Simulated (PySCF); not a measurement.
**Two-component Hartree-Fock for Nd³⁰⁺ (neodymium, charge +30)**

Start: [Ar] 3d10 4s2. Calculated with PySCF 2.14 in an uncontracted even-tempered set (17 s from 2.8 bohr⁻², ratio 2.8; 13 p from 3.6 bohr⁻², ratio 2.8; 8 d from 6.4 bohr⁻², ratio 2.8; 4 f from 16 bohr⁻², ratio 3): generalised Hartree-Fock with the X2C-1e Hamiltonian and a Gaussian nucleus; one run each with spin-orbit coupling (SO) switched off, then screened by Boettger's factors.

```
spinor shell  electrons  ε, spin-free (eV)  ε, screened SO (eV)  weight of nominal j (screened SO)  rms radius, screened SO (bohr)
       1s1/2          2           -44889.3             -44883.2                              1.000                          0.0269
       2s1/2          2            -8273.9              -8272.2                              1.000                           0.109
       2p1/2          2            -7507.7              -7874.1                              1.000                          0.0936
       2p3/2          4            -7507.7              -7348.1                              1.000                          0.0996
       3s1/2          2            -2625.0              -2624.6                              1.000                           0.280
       3p1/2          2            -2375.7              -2453.4                              1.000                           0.271
       3p3/2          4            -2375.7              -2341.7                              1.000                           0.283
       3d3/2          4            -2041.7              -2056.0                              1.000                           0.253
       3d5/2          6            -2041.7              -2032.0                              1.000                           0.256
       4s1/2          2            -1184.2              -1184.2                              1.000                           0.600
```

```csv
quantity,spin-free,screened SO
E (hartree),-9145.33185,-9149.98442
M_J,0,0
⟨J²⟩,0.000,0.000
⟨L²⟩,0.000,0.025
⟨S²⟩,0.000,0.025
```

Breit and QED terms are absent; they matter most for the inner s and p1/2 levels.

Densities and radii are taken from the X2C orbitals without a picture-change correction, which distorts them close to the nucleus.

Without spin-orbit coupling the j labels of p, d and f shells carry no meaning; the spin-free column gives the mean over the occupied spinors of each nl shell.
